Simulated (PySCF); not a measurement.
PySCF input (M06-2X/def2-TZVPD):

```python
from pyscf import gto, scf, dft

mol = gto.M(
    atom='''
    N    -0.00000000   -0.00000000   -0.79798120
    N     0.00000000    0.00000000    0.79798120
    ''',
    basis='def2-tzvpd',
    charge=1,
    spin=3,
    symmetry='D2h',
    verbose=4,
)

mf = dft.UKS(mol, xc='m062x').density_fit(auxbasis='def2-universal-jkfit')
mf.grids.level = 4
mf.conv_tol = 1e-9
mf.max_cycle = 100
mf.max_memory = 1500
mf.kernel()
if not mf.converged:
    mf = mf.newton()
    mf.kernel(mf.make_rdm1())
mf.analyze()
```

End of the output:

```
Extra cycle  E= -108.745743546352  delta_E= 1.42e-13  |g|= 7.38e-08  |ddm|= 6.76e-07
converged SCF energy = -108.745743546352  <S^2> = 3.7549422  2S+1 = 4.0024704
**** SCF Summaries ****
Total Energy =                        -108.745743546351974
Nuclear Repulsion Energy =              16.247051518933027
One-electron Energy =                 -174.356382447032274
Two-electron Energy =                   49.363587381747273
Two-electron Coulomb Energy =           62.437075695235386
DFT Exchange-Correlation Energy =      -13.073488313488115
HOMO-LUMO gap [eV] =                     6.256929532501611
Wave-function symmetry = B3g
alpha occupancy for each irrep:     Ag  B1g  B2g  B3g   Au  B1u  B2u  B3u
                                     3    0    1    0    0    2    1    1
beta  occupancy for each irrep:     Ag  B1g  B2g  B3g   Au  B1u  B2u  B3u
                                     3    0    0    0    0    2    0    0
**** MO energy ****
alpha MO #1 (Ag #1), energy= -15.3341511157223 occ= 1
alpha MO #2 (B1u #1), energy= -15.3338827083632 occ= 1
alpha MO #3 (Ag #2), energy= -1.44621960785037 occ= 1
alpha MO #4 (B1u #2), energy= -1.17925409865955 occ= 1
alpha MO #5 (B3u #1), energy= -0.898896717380352 occ= 1
alpha MO #6 (Ag #3), energy= -0.845271582040809 occ= 1
alpha MO #7 (B2u #1), energy= -0.831248263963787 occ= 1
alpha MO #8 (B2g #1), energy= -0.766649782355469 occ= 1
alpha MO #9 (B3g #1), energy= -0.527995086490106 occ= 0
alpha MO #10 (B1u #3), energy= -0.309437321138056 occ= 0
alpha MO #11 (Ag #4), energy= -0.14378567606683 occ= 0
alpha MO #12 (B1u #4), energy= -0.0840965354734742 occ= 0
alpha MO #13 (Ag #5), energy= 0.038674701450105 occ= 0
alpha MO #14 (Ag #6), energy= 0.0512808955596109 occ= 0
alpha MO #15 (B1g #1), energy= 0.0513364023154663 occ= 0
alpha MO #16 (B3u #2), energy= 0.0835699660511526 occ= 0
alpha MO #17 (B2u #2), energy= 0.0844876991486538 occ= 0
alpha MO #18 (B3g #2), energy= 0.0900108333850014 occ= 0
alpha MO #19 (B2g #2), energy= 0.0911371026724623 occ= 0
alpha MO #20 (B1u #5), energy= 0.140444381656089 occ= 0
alpha MO #21 (B2u #3), energy= 0.157658900226731 occ= 0
alpha MO #22 (B3u #3), energy= 0.161318194272916 occ= 0
alpha MO #23 (B1u #6), energy= 0.199768301500601 occ= 0
alpha MO #24 (Au #1), energy= 0.199956645851572 occ= 0
alpha MO #25 (Ag #7), energy= 0.267751495706072 occ= 0
alpha MO #26 (B1u #7), energy= 0.336071117784268 occ= 0
alpha MO #27 (Ag #8), energy= 0.452426069492034 occ= 0
alpha MO #28 (B2g #3), energy= 0.453115877770681 occ= 0
alpha MO #29 (B3g #3), energy= 0.454946959533134 occ= 0
alpha MO #30 (B1u #8), energy= 0.636468394578184 occ= 0
alpha MO #31 (B2u #4), energy= 0.781802492950945 occ= 0
alpha MO #32 (B3u #4), energy= 0.782940804689288 occ= 0
alpha MO #33 (Ag #9), energy= 0.853698665303742 occ= 0
alpha MO #34 (B1g #2), energy= 0.855259916820179 occ= 0
alpha MO #35 (B1u #9), energy= 1.01077673520641 occ= 0
alpha MO #36 (Au #2), energy= 1.01263180197771 occ= 0
alpha MO #37 (Ag #10), energy= 1.02526023868836 occ= 0
alpha MO #38 (B3g #4), energy= 1.1855278406657 occ= 0
alpha MO #39 (B2g #4), energy= 1.18858035224959 occ= 0
alpha MO #40 (B1u #10), energy= 1.49577716140151 occ= 0
alpha MO #41 (B3u #5), energy= 1.57543815682972 occ= 0
alpha MO #42 (B2u #5), energy= 1.596820271733 occ= 0
alpha MO #43 (Ag #11), energy= 1.78888259074582 occ= 0
alpha MO #44 (Ag #12), energy= 1.88287518771295 occ= 0
alpha MO #45 (B2g #5), energy= 1.93275604087604 occ= 0
alpha MO #46 (B3g #5), energy= 1.9488705832368 occ= 0
alpha MO #47 (B1u #11), energy= 1.9592734483263 occ= 0
alpha MO #48 (B1u #12), energy= 2.73482162429733 occ= 0
alpha MO #49 (B2u #6), energy= 3.16690238744795 occ= 0
alpha MO #50 (B3u #6), energy= 3.17403450388678 occ= 0
alpha MO #51 (Ag #13), energy= 3.2199462996487 occ= 0
alpha MO #52 (B1g #3), energy= 3.22281813321619 occ= 0
alpha MO #53 (Ag #14), energy= 3.28014436685809 occ= 0
alpha MO #54 (B2u #7), energy= 3.39900690585193 occ= 0
alpha MO #55 (B3u #7), energy= 3.4045856703682 occ= 0
alpha MO #56 (B3g #6), energy= 3.46849823162931 occ= 0
alpha MO #57 (B2g #6), energy= 3.47421653190419 occ= 0
alpha MO #58 (B1u #13), energy= 3.68203909206321 occ= 0
alpha MO #59 (Au #3), energy= 3.68799227942802 occ= 0
alpha MO #60 (B3g #7), energy= 3.96954762171175 occ= 0
alpha MO #61 (B2g #7), energy= 3.97516533685585 occ= 0
alpha MO #62 (Ag #15), energy= 4.07112342757824 occ= 0
alpha MO #63 (B1g #4), energy= 4.0777324363967 occ= 0
alpha MO #64 (B1u #14), energy= 4.18009413563058 occ= 0
alpha MO #65 (Au #4), energy= 4.18571344071201 occ= 0
alpha MO #66 (B3u #8), energy= 4.20729965247651 occ= 0
alpha MO #67 (B2u #8), energy= 4.20755476019829 occ= 0
alpha MO #68 (B1u #15), energy= 4.23791464172864 occ= 0
alpha MO #69 (B3g #8), energy= 4.66753391426207 occ= 0
alpha MO #70 (B2g #8), energy= 4.67256919463286 occ= 0
alpha MO #71 (Ag #16), energy= 4.69902238926189 occ= 0
alpha MO #72 (B1u #16), energy= 5.61579052659987 occ= 0
alpha MO #73 (Ag #17), energy= 31.1101886435332 occ= 0
alpha MO #74 (B1u #17), energy= 31.5179744200076 occ= 0
beta  MO #1 (Ag #1), energy= -15.3137597827627 occ= 1
beta  MO #2 (B1u #1), energy= -15.313575664715 occ= 1
beta  MO #3 (Ag #2), energy= -1.32414101029343 occ= 1
beta  MO #4 (B1u #2), energy= -1.06164305047151 occ= 1
beta  MO #5 (Ag #3), energy= -0.791425606074565 occ= 1
beta  MO #6 (B2u #1), energy= -0.536711861225585 occ= 0
beta  MO #7 (B3u #1), energy= -0.510902315191587 occ= 0
beta  MO #8 (B3g #1), energy= -0.393722057213607 occ= 0
beta  MO #9 (B2g #1), energy= -0.364214186048597 occ= 0
beta  MO #10 (B1u #3), energy= -0.24220342967233 occ= 0
beta  MO #11 (Ag #4), energy= -0.172452970117149 occ= 0
beta  MO #12 (B1u #4), energy= -0.0804645679412204 occ= 0
beta  MO #13 (B1g #1), energy= -0.0145104155897586 occ= 0
beta  MO #14 (Ag #5), energy= -0.0144700624388996 occ= 0
beta  MO #15 (Ag #6), energy= 0.0154081736898976 occ= 0
beta  MO #16 (B2u #2), energy= 0.0322954652769498 occ= 0
beta  MO #17 (B3u #2), energy= 0.0404378964520538 occ= 0
beta  MO #18 (B3g #2), energy= 0.0869888083991111 occ= 0
beta  MO #19 (B2g #2), energy= 0.0896631092577085 occ= 0
beta  MO #20 (B2u #3), energy= 0.11791355585377 occ= 0
beta  MO #21 (B3u #3), energy= 0.119405390400477 occ= 0
beta  MO #22 (B1u #5), energy= 0.123566693924291 occ= 0
beta  MO #23 (B1u #6), energy= 0.15475847328618 occ= 0
beta  MO #24 (Au #1), energy= 0.154818705730397 occ= 0
beta  MO #25 (Ag #7), energy= 0.275069991662171 occ= 0
beta  MO #26 (B1u #7), energy= 0.340327230506638 occ= 0
beta  MO #27 (B2g #3), energy= 0.388872213560293 occ= 0
beta  MO #28 (B3g #3), energy= 0.389943482727763 occ= 0
[...]
```

This state (charge 1, quartet) is run at the relaxed geometry of the species with charge 0 and multiplicity 5.
